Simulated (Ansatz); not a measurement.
Frontier orbitals of C2H7GeN (`N=C[CH2][GeH3]`).

```xyz
11

N    -0.995   -1.963    0.683
C    -1.009   -0.931   -0.048
C     0.143   -0.252   -0.699
Ge    0.649    1.379    0.297
H    -0.045   -2.332    0.771
H    -1.983   -0.454   -0.204
H    -0.116    0.066   -1.713
H     1.017   -0.906   -0.747
H    -0.577    2.293    0.443
H     1.161    0.978    1.689
H     1.754    2.120   -0.473
```

The species carries charge 0 and has multiplicity 1. Correlated methods include outer-core shells of Ge, which these sets cover unevenly. Scalar relativity is left out up to krypton. The structure was optimised at the PBE0-D4/def2-TZVP level. It is one conformer, not always the lowest. Basis def2-TZVPP, the Gaussian-basis code of Ansatz.

```
functional  HOMO (eV)  LUMO (eV)  gap (eV)
       PBE      -6.03      -1.36      4.67
      PBE0      -7.54      -0.28      7.26
     B3LYP      -7.31      -0.55      6.76
   r2SCANh      -6.91      -0.73      6.18
   ωB97X-V     -10.00       1.98     11.98
   ωB97M-V      -9.92       1.84     11.76
```

From PBE to PBE0 the HOMO moves by −1.51 eV and the LUMO by +1.07 eV, and with ωB97M-V by −3.89 and +3.19 eV, so the gap grows from 4.67 to 11.75 eV with exact exchange. A positive LUMO is unbound and depends on the basis.

B3LYP here is the variant with VWN-RPA as its local correlation; programs differ in this.
